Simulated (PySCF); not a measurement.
BH2Br, SMILES BBr. Geometry optimised at B3LYP-D3(BJ)/def2-TZVP.

TDA-CAM-B3LYP/def2-TZVPD in PySCF puts the lowest singlet excitations at 4.65, 6.58, 6.82, 7.29, 7.39, 7.75 eV.

**Question.** What are the lowest excitation roots from ADC(2)/aug-cc-pVDZ in PySCF? (Estimate from the structure and the level; the computed values follow.)

**Answer.** 4.76, 6.27, 7.54, 7.77, 7.98, 8.43 eV. S1 differs by 0.12 eV (second minus first; roots are paired by order, and the bases may differ).
